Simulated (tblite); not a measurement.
Species: C4H14O2Si2.
Cartesian coordinates in Å at the GFN2-xTB level; atoms count from 1:
```
atom  x, y, z in Å
C1     1.9362   -0.1232    1.8638
Si2    0.0697   -0.0999    1.5679
C3    -0.2837   -0.1957   -0.3297
C4    -1.7696   -0.3626   -0.6227
C5     0.5112   -1.3790   -0.8981
O6     0.5139   -2.4712   -0.0099
O7     0.2314    0.9646   -0.9522
Si8   -0.3775    2.4038   -1.3366
H9     2.4268    0.6560    1.2864
H10    2.1641    0.0432    2.9119
H11    2.3661   -1.0776    1.5758
H12   -0.5165    1.1733    2.0098
H13   -0.6383   -1.1924    2.2469
H14   -2.1399   -1.2914   -0.1929
H15   -1.9467   -0.3739   -1.6983
H16   -2.3287    0.4633   -0.1891
H17    1.5541   -1.0752   -1.0048
H18    0.1359   -1.6735   -1.8884
H19   -0.3790   -2.8269    0.0430
H20   -0.9062    3.1221   -0.1710
H21    0.8226    3.0179   -1.8842
H22   -1.4560    2.3178   -2.3285
```

Computed with GFN2-xTB (tblite): harmonic, unscaled wavenumbers at the GFN2-xTB geometry, gas phase. Against measured fundamentals such values can be off by several per cent, at times by over 20. Modes of hydrogen on silicon can be 10 to 20 % off. One conformer, not necessarily the lowest.

Harmonic wavenumbers (cm⁻¹): 37.2, 62.5, 91.7, 108.8, 136.0, 152.3, 162.3, 185.8, 237.0, 259.3, 302.8, 341.2, 360.6, 403.7, 447.6, 495.1, 566.3, 603.2, 606.7, 655.7, 681.8, 756.9, 773.7, 793.8, 809.6, 823.9, 828.8, 842.4, 856.7, 903.3, 954.5, 1030.1, 1071.8, 1106.9, 1166.1, 1172.2, 1206.9, 1297.2, 1335.1, 1360.2, 1400.9, 1470.3, 1477.0, 1484.5, 1490.5, 1503.1, 2188.6, 2211.8, 2224.2, 2230.8, 2327.2, 2879.5, 2996.4, 2998.3, 3016.2, 3031.1, 3032.3, 3046.8, 3048.5, 3554.7.

A = 1816, B = 991.5, C = 820.7 MHz; mass 150.053 u (most abundant isotopes); point group C1, symmetry number 1.

Question: Zero-point energy?

Answer: ½Σν̃ = 36800 cm⁻¹ = 440.23 kJ/mol.

Question: Entropy at 298.15 K, 1 bar (ideal gas, RRHO, classical rotation)?

Answer: Translation 171.35, rotation 124.54, vibration 171.84: S = 467.7 J/(mol K).

Question: And Cp and H(298.15 K) − H(0)?

Answer: Cp = 206.00 J/(mol K), of which vibrations give 172.75 (their classical limit is 60 R = 498.9); H(298.15 K) − H(0) = 36.75 kJ/mol without the zero-point energy, 26.84 from vibrations.

Question: Blend soft modes into free rotors: weight 1/[1 + (100 cm⁻¹/ν̃)⁴] for the oscillator and the rest for a rotor with moment μB/(μ + B), μ = h/(8π²ν), B = 10⁻⁴⁴ kg m². What vibrational entropy results?

Answer: 158.60 J/(mol K) in place of 171.84, which changes −T·S at 298.15 K by +3.95 kJ/mol.

Question: Which modes carry the vibrational entropy at 298.15 K?

Answer: 37.2 cm⁻¹: 22.61; 62.5 cm⁻¹: 18.31; 91.7 cm⁻¹: 15.16; 108.8 cm⁻¹: 13.77; 136.0 cm⁻¹: 11.96; 152.3 cm⁻¹: 11.06 J/(mol K); the other 54 give 78.97 together.

Question: How do the functions run with temperature in this model?

Answer: 
| T (K) | S (J/(mol K)) | Cp (J/(mol K)) | H − H(0) (kJ/mol) | G − H(0) (kJ/mol) | ln q(vib) |
| --- | --- | --- | --- | --- | --- |
| 50 | 255.2 | 64.4 | 2.28 | -10.48 | 0.77 |
| 100 | 310.8 | 98.5 | 6.39 | -24.69 | 2.48 |
| 373.15 | 517.9 | 241.8 | 53.57 | -139.68 | 12.54 |
| 500 | 595.9 | 292.0 | 87.56 | -210.41 | 16.96 |
| 750 | 728.6 | 361.8 | 169.92 | -376.51 | 25.10 |
| 1000 | 839.4 | 407.8 | 266.50 | -572.89 | 32.47 |

q(vib) and H(0) count from the zero-point level.

Question: What must be added to the electronic energy to get the Gibbs energy at 298.15 K and 1 bar?

Answer: ZPE + [H(298.15 K) − H(0)] − T·S = 440.23 + 36.75 − 139.45 = 337.53 kJ/mol.

Hindered rotation and anharmonicity are outside this model. Other conformers, if any are populated, would add a mixing term that is left out. The structure is chiral; the term R ln 2 for an equal mix with its mirror image is left out.
